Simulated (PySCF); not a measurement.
# S³⁺ (sulfur, charge +3): UHF calculation

Configuration: [Ne] 3s2 3p1, 2P determinant. Computed with PySCF 2.14 in ANO-RCC-VTZP (5s4p2d1f, 34 functions), with the spin-free X2C one-electron Hamiltonian (Gaussian nucleus).

```json
{
 "Total energy": "-396.163893 hartree",
 "One-electron energy": "-528.1022 hartree",
 "Hartree (Coulomb) energy": "156.0346 hartree",
 "Exchange energy": "-24.0963 hartree",
 "⟨S²⟩": "0.7613",
 "⟨L²⟩": "2.034",
 "Sum of ⟨r⟩": "8.522 bohr",
 "Sum of ⟨r²⟩": "10.62 bohr²",
 "Traceless quadrupole moment −½Σ⟨3z² − r²⟩ along its main axis": "-1.33 e·bohr²",
 "Langevin diamagnetic susceptibility": "-8.41 ×10⁻⁶ cm³/mol"
}
```

```
shell  electrons  mean orbital energy (eV)  spread (eV)  rms radius, mean of both spins (bohr)
 1s α          1                   -2555.1            0                                  0.112
 1s β          1                   -2554.7            0                                  0.112
 2s α          1                   -288.41            0                                  0.514
 2s β          1                   -288.04            0                                  0.514
 2p α          3                   -223.85        0.629                                  0.490
 2p β          3                   -223.20        0.838                                  0.490
 3s α          1                   -59.488            0                                   1.64
 3s β          1                   -55.991            0                                   1.64
 3p α          1                   -47.046            0                                   1.80
```

Densities and radii are taken from the X2C orbitals without a picture-change correction, which distorts them close to the nucleus.

Spin-orbit constants ζ (cm⁻¹) from the X2C one-electron operator on these orbitals: bare nucleus, nucleus screened by l(l+1)(2l+1)/3 electrons, and screened by the Breit-Pauli mean field of the electrons.

| shell | bare | screened nucleus | mean field |
| --- | --- | --- | --- |
| 2p | 7508 | 6570 | 6148 |
| 3p | 708.5 | 620.0 | 573.9 |

To first order the Landé constant is A = 573.9 cm⁻¹, so the lowest level has J = 1/2 and lies 0.0712 eV below the centre of the term.
